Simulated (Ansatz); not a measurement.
C3H9Sb, charge -1, doublet, at the geometry of the source list (a state made from the parent by changing its charge; the spin is typed, not shown lowest) (all electrons, no relativity) (a gas-phase anion, which may not be bound at this level); WB97X/STO-3G run with Ansatz (a program for electronic structure).

The Ansatz input:
Ansatz 0.2 input:
```yaml
crystal:
  periodic: [false, false, false]
  atoms:
    - {symbol: Sb, position_ang: [-0.00200000, 0.01770000, 1.22880000]}
    - {symbol: C, position_ang: [0.18730000, -1.81640000, 0.08130000]}
    - {symbol: H, position_ang: [0.84370000, -2.51580000, 0.59200000]}
    - {symbol: H, position_ang: [0.59880000, -1.58780000, -0.89860000]}
    - {symbol: H, position_ang: [-0.79230000, -2.27250000, -0.03440000]}
    - {symbol: C, position_ang: [1.46900000, 1.08240000, 0.04220000]}
    - {symbol: H, position_ang: [2.46560000, 0.71800000, 0.26500000]}
    - {symbol: H, position_ang: [1.42780000, 2.14210000, 0.26600000]}
    - {symbol: H, position_ang: [1.25900000, 0.93180000, -1.01090000]}
    - {symbol: C, position_ang: [-1.65400000, 0.73500000, 0.01980000]}
    - {symbol: H, position_ang: [-2.56070000, 0.20220000, 0.28500000]}
    - {symbol: H, position_ang: [-1.43260000, 0.56960000, -1.02890000]}
    - {symbol: H, position_ang: [-1.80950000, 1.79370000, 0.19270000]}
basis:
  gaussian:
    orbitals: STO-3G
hamiltonian:
  xc: {name: wB97X}
total_charge: -1
magnetization: {spin_polarized: true, initial_magnetization: 1}
```

What the program printed (banner, timings and long lists left out):

```
Functional definition: wB97X
617 factors; integrals over basis functions are off by at most 3.2e-5 eV
202 factors; integrals over basis functions are off by at most 1.7e-6 eV
mean field evaluation 1: about -173380.9316 eV, gradient 1.1e1 eV
mean field evaluation 2: about -173381.8937 eV, gradient 5.9e0 eV
mean field evaluation 4: about -173382.0949 eV, gradient 2.6e-1 eV
mean field evaluation 8: about -173382.0029 eV, gradient 1.8e-2 eV
mean field evaluation 16: about -173382.0031 eV, gradient 5.7e-3 eV
mean field evaluation 32: about -173381.8768 eV, gradient 3.5e0 eV
mean field -173382.00308738 eV, -6371.6710909184 hartree, gradient 8.8e-6 eV, S^2 0.755343; 2 other end points of the search recorded, 0 dependent functions left out
reference -173382.00306515 eV, -6371.6710901017 hartree; 40, 39 occupied and 11, 12 virtual orbitals, 617 factors
Total energy: -173382.00306515 eV, -6371.6710901017 hartree
```
